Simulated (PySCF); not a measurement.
# Scandium: a sound run and one with changed settings

Sound run: Sc⁺ [Ar] 3d1 4s1, Sc²⁺ [Ar] 3d1. Calculation: PySCF 2.14, in aug-cc-pVDZ-DK; the spin-free X2C one-electron Hamiltonian (Gaussian nucleus). In the sound run the correlated levels freeze [Ar]. The sound run starts from symmetry-adapted Hartree-Fock orbitals and uses a fine grid where one is needed.

Changed run: the non-relativistic Hamiltonian (point nucleus). This setting is unsound on purpose.

| species | method | sound run (hartree) | changed run (hartree) | converged |
| --- | --- | --- | --- | --- |
| Sc⁺ | UHF | -763.08515 | -758.22192 | yes |
| Sc⁺ | LDA | -761.95278 | -757.09202 | yes |
| Sc⁺ | M06-2X | -763.95073 | -759.08780 | yes |
| Sc⁺ | MP2 | -763.08766 | -758.22438 | yes |
| Sc²⁺ | UHF | -762.63563 | -757.77558 | yes |
| Sc²⁺ | LDA | -761.46462 | -756.60787 | yes |
| Sc²⁺ | M06-2X | -763.48112 | -758.62205 | yes |

Ionisation energy of Sc⁺:

| method | sound run (eV) | changed run (eV) |
| --- | --- | --- |
| UHF | 12.232 | 12.145 |
| LDA | 13.284 | 13.174 |
| M06-2X | 12.779 | 12.674 |
| MP2 | 12.300 | 12.212 |
| SCS-MP2 | 12.255 | 12.168 |

Most of the change in total energy is the relativistic energy itself. On top of that the contraction fixes the core shape for the Hamiltonian it was made with, so the changed run is not a good calculation with the other Hamiltonian either.

For comparison, NIST gives 12.800 eV between the lowest levels.
